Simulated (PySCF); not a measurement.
Computed shifts of a molecule C₄H₅NS, PBE0/pcSseg-1 run with PySCF, GIAO, gas phase, equivalent atoms averaged, in ppm (number of nuclei): ¹³C: 163.4 (1), 162.6 (1), 126.6 (1), 22.8 (1). ¹⁵N: 377.0 (1). ¹H: 8.90 (1), 7.29 (1), 3.11 (3). References: ¹³C against TMS (σ = 186.3 ppm); ³³S against H2S (σ = 716.7 ppm); ¹⁵N against NH3 (σ = 267.4 ppm); ¹H against TMS (σ = 31.56 ppm), references at their B3LYP-D3(BJ)/def2-TZVP geometries, non-relativistic. The structure is a stationary point at PBE-D3(BJ)/def2-SVP. The values are those of a single conformer.

Q: Which structure fits?
A. Nc1cccs1
B. C1=CSCN=C1
C. Sc1cc[nH]c1
D. Cc1cscn1

A: D, Cc1cscn1
